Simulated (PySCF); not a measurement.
2-bromopropane (C3H7Br), SMILES CC(C)Br.

Geometry: B3LYP-D3(BJ)/def2-SVP.

Two levels are set side by side: TDA-PBE/def2-SVPD (PySCF) and TDA-ωB97X/def2-SVPD (PySCF). Vertical, same geometry. The lowest singlet is HOMO→LUMO 99 % with PBE and HOMO→LUMO 90 % with the other functional; states are paired by order. Differences are taken from unrounded values.

| quantity | TDA-ωB97X |
|---|---|
| lowest singlet excitation (eV) | 6.14 |
| lowest triplet excitation (TDA) (eV) | 5.48 |
| first bright state (f over 0.05) (eV) | 8.06 |
| its oscillator strength | 0.11 |

### Question
What does TDA-PBE give, and how far is it from TDA-ωB97X? (The exact figures need the calculation; the answer reports its results.)

### Answer

```tsv
quantity	TDA-PBE	TDA-PBE minus TDA-ωB97X
lowest singlet excitation (eV)	5.65	-0.50
lowest triplet excitation (TDA) (eV)	5.01	-0.46
first bright state (f over 0.05) (eV)	7.66	-0.40
its oscillator strength	0.06	-0.05
```

Functionals without exact exchange tend to place singlet excitations lower, as here. Differences between two approximate levels are no errors against the true value.

Rough cost on one machine, each run with all the roots and properties that it gave: TDA-ωB97X against TDA-PBE about 5 times.
